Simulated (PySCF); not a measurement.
## Finite-field polarisability of Be (beryllium, neutral)

[He] 2s2, closed-shell 1S. All numbers are calculated (PySCF 2.14, the spin-free X2C one-electron Hamiltonian (Gaussian nucleus), in x2c-QZVPPall with one added diffuse shell each of s, p type (8s5p2d1f, 40 functions)). Frozen: 1s2. Energy changes in a uniform field (μhartree):

```
axis  F (au)        HF       MP2      CCSD   CCSD(T)
   x  0.0021  -100.530   -93.176   -83.078   -83.078
   x  0.0042  -402.333  -372.912  -332.520  -332.520
```

Derive α along x at CCSD(T) from the two fields.

With ΔE = −αF²/2 − γF⁴/24, α = −(16 ΔE(F) − ΔE(2F))/(6F²) = 37.67 bohr³.

And the mean polarisability at each level?

HF 45.58, MP2 42.25, CCSD 37.67, CCSD(T) 37.67 bohr³. Reference: 37.74 ± 0.03 bohr³ (recommended; Schwerdtfeger and Nagle, table of static dipole polarizabilities (2023 update)).
